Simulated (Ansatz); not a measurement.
Basis-set extrapolation for `CN([SiH3])[SiH](O)O` (PBE0-D4/def2-TZVP geometry, frozen core, Ansatz 0.2.0). Multiplicity 1, RHF reference.

|  | def2-TZVPP | def2-QZVPP |
| --- | --- | --- |
| HF | -825.437729 | -825.468985 |
| MP2 correlation | -1.115127 | -1.199619 |
| CCSD(T) correlation | -1.206987 | not run |

Energies in hartree. Use E(X) = E(∞) + A·exp(−7.88·√X) for Hartree–Fock and E(X) = E(∞) + B·X^(−2.97) for correlation, with X = 3 and 4, and add CCSD(T) minus MP2 of the smaller set to the MP2 limit.

Q: What is the CCSD(T) energy at the basis-set limit?

A: HF limit: -825.468985 + (-0.031256) × 0.13774 = -825.47329. MP2 limit: -1.199619 + (-0.084492) × 0.74074 = -1.26221. Higher-order term: -1.206987 − (-1.115127) = -0.09186. Total: -826.82736 hartree, 479.5 kJ/mol below CCSD(T)/def2-TZVPP.
